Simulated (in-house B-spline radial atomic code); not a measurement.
Radial electron density of the mercury ion Hg⁵⁺, [Xe] 4f14 5d7. Level of theory: scalar-relativistic (X2C) LDA exchange-only, spin-polarised, spherical fractional occupations, Fermi nucleus of rms radius 5.4648 fm; calculated with a B-spline radial code for spherical atoms.

One-electron X2C: radii and densities carry no picture-change correction, so inner-shell <1/r> comes out high (for 1s by about 2 % at Z = 33, 5 % at 54, 10 % at 75, 30 % at 118) and <r> low.

Columns: r (bohr), 4πr²n(r) (electrons per bohr), bar.

```
0.000308    3.899 #
 0.00038    5.179 ##
0.000468    6.836 ##
0.000576    8.978 ###
 0.00071    11.77 ###
0.000875    15.34 #####
 0.00108    19.91 ######
 0.00133     25.6 ########
 0.00164    32.67 ##########
 0.00202    41.19 ############
 0.00249     51.3 ###############
 0.00306    62.66 ###################
 0.00377    75.21 ######################
 0.00465    88.12 ##########################
 0.00573    100.1 ##############################
 0.00706    109.6 ################################
  0.0087    115.1 ##################################
  0.0107    115.4 ##################################
  0.0132    110.6 #################################
  0.0163    103.1 ###############################
  0.0201    97.97 #############################
  0.0247    100.6 ##############################
  0.0305      114 ##################################
  0.0375    133.6 ########################################
  0.0462    148.7 ############################################
   0.057    147.5 ############################################
  0.0702    131.2 #######################################
  0.0865    117.1 ###################################
   0.107    122.7 ####################################
   0.131    137.8 #########################################
   0.162    133.6 ########################################
   0.199    103.2 ###############################
   0.246    78.41 #######################
   0.303    83.24 #########################
   0.373    91.86 ###########################
    0.46    76.14 #######################
   0.566    47.94 ##############
   0.698    29.68 #########
    0.86    23.13 #######
    1.06    18.18 #####
    1.31    11.42 ###
    1.61    5.567 ##
    1.98    2.041 #
    2.44    0.525 
    3.01  0.08527 
    3.71 0.007794 
    4.57 0.0003467
```

On this grid the curve has 4 maxima, near 0.0107, 0.0462, 0.131, 0.373 bohr.

The 5p down radial function P(r) = rR(r), positive near the nucleus:

| r (bohr) | P |
| --- | --- |
| 0.000468 | 0.001295 |
| 0.00071 | 0.002315 |
| 0.00108 | 0.004227 |
| 0.00164 | 0.00782 |
| 0.00249 | 0.01462 |
| 0.00377 | 0.0273 |
| 0.00573 | 0.05079 |
| 0.0087 | 0.09179 |
| 0.0132 | 0.157 |
| 0.0201 | 0.2441 |
| 0.0305 | 0.3152 |
| 0.0462 | 0.2759 |
| 0.0702 | 0.01561 |
| 0.107 | -0.3648 |
| 0.162 | -0.3451 |
| 0.246 | 0.3217 |
| 0.373 | 0.5986 |
| 0.566 | -0.3338 |
| 0.86 | -1.159 |
| 1.31 | -0.815 |
| 1.98 | -0.2207 |
| 3.01 | -0.01828 |
